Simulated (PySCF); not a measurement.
BaF₂ (SMILES [F][Ba][F]), singlet, at a GFN2-xTB geometry (such geometries of metal compounds can be far from the true shape) (core potentials on Ba); DF-HF/def2-SVPD in PySCF.

PySCF was given this input:
```python
from pyscf import gto, scf

mol = gto.Mole()
mol.atom = '''
    Ba    0.18650156    0.20127267    0.18654445
    F    -0.80048008    0.58592680   -1.66796607
    F    -0.35997410   -1.83829010    0.50724504
'''
mol.basis = 'def2-svpd'
mol.ecp = {'Ba': 'def2-svpd'}
mol.verbose = 4
mol.build()

mf = scf.RHF(mol)
mf = mf.density_fit(auxbasis='def2-universal-jkfit')
mf.kernel()
```

It wrote (shortened):

```
PySCF version 2.14.0

[INPUT] verbose = 4
[INPUT] num. atoms = 3
[INPUT] num. electrons = 28
[INPUT] charge = 0
[INPUT] spin (= nelec alpha-beta = 2S) = 0
[INPUT] symmetry False subgroup None
[INPUT] Mole.unit = angstrom
[INPUT] Symbol           X                Y                Z      unit          X                Y                Z       unit  Magmom
[INPUT]  1 Ba     0.186501560000   0.201272670000   0.186544450000 AA    0.352436870204   0.380350222660   0.352517920558 Bohr   0.0
[INPUT]  2 F     -0.800480080000   0.585926800000  -1.667966070000 AA   -1.512688119370   1.107241181043  -3.151999057367 Bohr   0.0
[INPUT]  3 F     -0.359974100000  -1.838290100000   0.507245040000 AA   -0.680252460937  -3.473864826499   0.958554203644 Bohr   0.0

nuclear repulsion = 57.6408715417487
number of shells = 28
number of NR pGTOs = 118
number of NR cGTOs = 72
basis = def2-svpd
ecp = {'Ba': 'def2-svpd'}

******** <class 'pyscf.df.df_jk.DFRHF'> ********
method = DFRHF
initial guess = minao
damping factor = 0
level_shift factor = 0
DIIS = <class 'pyscf.scf.diis.CDIIS'>
diis_start_cycle = 1
diis_space = 8
diis_damp = 0
SCF conv_tol = 1e-09
SCF conv_tol_grad = None
SCF max_cycles = 50
direct_scf = False
Set gradient conv threshold to 3.16228e-05
Initial guess from minao.
******** <class 'pyscf.df.df.DF'> ********
auxbasis = def2-universal-jkfit
init E= -213.310266682037
  HOMO = -0.766866810852541  LUMO = -0.240486905376439  gap/eV = 14.32353
cycle= 1 E= -223.78843426716  delta_E= -10.5  |g|= 0.93  |ddm|= 2.37
  HOMO = -0.310360159129339  LUMO = -0.0204968577990563  gap/eV = 7.88758
cycle= 2 E= -223.863785965107  delta_E= -0.0754  |g|= 0.707  |ddm|= 1.04
  HOMO = -0.475048855944472  LUMO = -0.0097539938666138  gap/eV = 12.66132
cycle= 3 E= -223.94463700566  delta_E= -0.0809  |g|= 0.032  |ddm|= 0.411
  HOMO = -0.480692642461115  LUMO = -0.00813858716576732  gap/eV = 12.85885
cycle= 4 E= -223.944918010827  delta_E= -0.000281  |g|= 0.0059  |ddm|= 0.0442
  HOMO = -0.480740090650209  LUMO = -0.00824517715427575  gap/eV = 12.85724
cycle= 5 E= -223.944934513565  delta_E= -1.65e-05  |g|= 0.00156  |ddm|= 0.0115
  HOMO = -0.481079289712909  LUMO = -0.00816213505126484  gap/eV = 12.86873
cycle= 6 E= -223.944936313095  delta_E= -1.8e-06  |g|= 0.000308  |ddm|= 0.00433
  HOMO = -0.481060824641273  LUMO = -0.00817510312416658  gap/eV = 12.86788
cycle= 7 E= -223.944936383782  delta_E= -7.07e-08  |g|= 5.53e-05  |ddm|= 0.000843
  HOMO = -0.481064434760453  LUMO = -0.00817536524439078  gap/eV = 12.86797
cycle= 8 E= -223.944936385785  delta_E= -2e-09  |g|= 1.42e-05  |ddm|= 0.000102
  HOMO = -0.48106605611445  LUMO = -0.00817559899943632  gap/eV = 12.86800
cycle= 9 E= -223.944936385927  delta_E= -1.42e-10  |g|= 2.99e-06  |ddm|= 2.71e-05
  HOMO = -0.481065965797468  LUMO = -0.00817557424788973  gap/eV = 12.86800
Extra cycle  E= -223.944936385933  delta_E= -6.31e-12  |g|= 1.34e-06  |ddm|= 4.62e-06
converged SCF energy = -223.944936385933
```
